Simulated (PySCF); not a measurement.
H2S2, SMILES SS. Atoms are numbered in the order given.

```xyz
4

S      1.0337     0.0675     0.0552
S     -1.0337    -0.0675     0.0552
H      1.2946    -0.8630    -0.8839
H     -1.2946     0.8630    -0.8839
```
Charge 0, spin multiplicity 1.

Coordinates come from a B3LYP-D3(BJ)/def2-TZVP optimisation.

Calculation: PBE/pcJ-1 in PySCF.

Isotropic couplings with Fermi-contact, spin-dipole and both spin-orbit terms, one fixed conformer, no vibrational averaging. Isotopes: 1H.

Problem. Estimate the spin–spin coupling constants. (Estimate from the structure and the level; the computed values follow.)

Solution. 
```json
[
 {"pair": "H3–H4", "bonds apart": "3", "J (Hz)": "-2.0"}
]
```
